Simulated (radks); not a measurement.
The numbers below are computed, except where a source is named.
Effect of the nuclear size on the neon ion Ne3+, [He] 2s2 2p3. Code: a radial shooting solver on a logarithmic mesh with Libxc functionals. Model: Dirac Kohn-Sham, BLYP, spin-unpolarised, spherical densities, finite nucleus; open shells are shared between the two j in proportion to 2j + 1; Fermi nuclear charge, rms radius 3.0055 fm. The rms radius is varied about that value; shifts are against it.

| rms radius (fm) | total energy shift (eV) | density at nucleus (e/bohr^3) | 1s1/2 shift (meV) |
|---|---|---|---|
| 2.5877 | -0.000313 | 658.6 | -0.125 |
| 2.8071 | -0.000154 | 658.3 | -0.062 |
| 3.0055 | 0 | 657.9 | 0.000 |
| 3.2069 | 0.000167 | 657.6 | 0.067 |
| 3.7148 | 0.000637 | 656.9 | 0.255 |

Slopes of the eigenvalues against <r^2> in GHz/fm^2, as finite differences over the two radii next to the reference (eigenvalue slopes, not the field-shift constants of lines): 1s1/2 13.0.
